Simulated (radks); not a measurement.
The numbers below are computed, except where a source is named.
Ionisation of the rhenium ion Re+, [Xe] 4f14 5d5 6s1, to [Xe] 4f14 5d5 as the strength of local exchange is varied. Code: a radial shooting solver on a logarithmic mesh with Libxc functionals. Model: Dirac Kohn-Sham, Slater X-alpha exchange (alpha = 2/3 is LDA exchange), no correlation, spin-unpolarised, spherical densities, finite nucleus; open shells are shared between the two j in proportion to 2j + 1; Fermi nuclear charge, rms radius 5.3698 fm.

\begin{tabular}{lrrrrr}
alpha & E(Re+) (hartree) & exchange (hartree) & IE (eV) & -e of the level emptied (eV) & <r> of it (bohr) \\ \hline
0.66 & -16694.0876 & -311.9022 & 15.533 & 11.870 (6s1/2) & 2.891 \\
0.667 & -16697.3960 & -315.2770 & 15.586 & 11.921 (6s1/2) & 2.887 \\
0.713 & -16719.1544 & -337.4893 & 15.936 & 12.258 (6s1/2) & 2.861 \\
0.975 & -16843.6589 & -465.1496 & 18.004 & 14.267 (6s1/2) & 2.721 \\
1.029 & -16869.4418 & -491.7033 & 18.445 & 14.699 (6s1/2) & 2.694 \\
1.049 & -16879.0015 & -501.5589 & 18.610 & 14.861 (6s1/2) & 2.684 \\
\end{tabular}

NIST Atomic Spectra Database: 16.6 +/- 0.5 eV (semi-empirical). The Delta-SCF value meets it near alpha = 0.80. Spin polarisation and multiplet splitting are left out, so open shells lie too high by an amount that depends on their filling. Sharing an open shell by 2j + 1 raises it above the true ground level by a part of the spin-orbit splitting, which enters the differences from NIST.

Beside tabulated values, note that spin-unpolarised runs miss the spin-polarisation part of the exchange energy of open shells.
